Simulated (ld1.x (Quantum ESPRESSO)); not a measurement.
**Reading a pseudo-wave (Mg (Z = 12))**

Columns: radius, all-electron u(r) and pseudo u(r) of the 2p shell (level -46.61 eV) of magnesium in the configuration [He] 2s2 2p6 3s2 3p0; PBE, scalar-relativistic, TM scheme, ld1.x (Quantum ESPRESSO) 7.5.

```tsv
r (bohr)	all-electron	pseudo
0.053	0.1100	0.0393
0.105	0.3224	0.1490
0.158	0.5510	0.3185
0.210	0.7478	0.5192
0.262	0.9041	0.7282
0.315	1.0202	0.9236
0.368	1.0962	1.0799
0.420	1.1373	1.1833
0.473	1.1516	1.2353
0.525	1.1443	1.2399
0.578	1.1206	1.2087
0.630	1.0856	1.1554
0.683	1.0417	1.0894
0.735	0.9932	1.0215
0.788	0.9404	0.9544
0.840	0.8871	0.8926
0.893	0.8324	0.8338
0.945	0.7793	0.7795
0.998	0.7265	0.7265
1.050	0.6765	0.6765
1.102	0.6285	0.6285
1.155	0.5821	0.5821
1.208	0.5381	0.5381
1.260	0.4975	0.4975
1.313	0.4586	0.4586
1.365	0.4229	0.4229
```

(1) How many radial nodes do the two functions have?

(2) At about which radius was the pseudo-wave matched?

(3) Where does each function peak?

(4) Is the pseudo-wave norm-conserving?

Results:

(1) The all-electron 2p function has n − l − 1 = 0; the pseudo-wave has 0.

(2) 1.05 bohr. The columns agree to 0.0005 from 0.94 bohr on; several derivatives are matched, so the curves merge somewhat inside the radius.

(3) Outermost all-electron maximum near 0.47 bohr, pseudo maximum near 0.53 bohr (to the table’s step).

(4) Yes: the TM scheme keeps the norm inside the radius equal to the all-electron one, which fixes the energy derivative of the logarithmic derivative at the level.
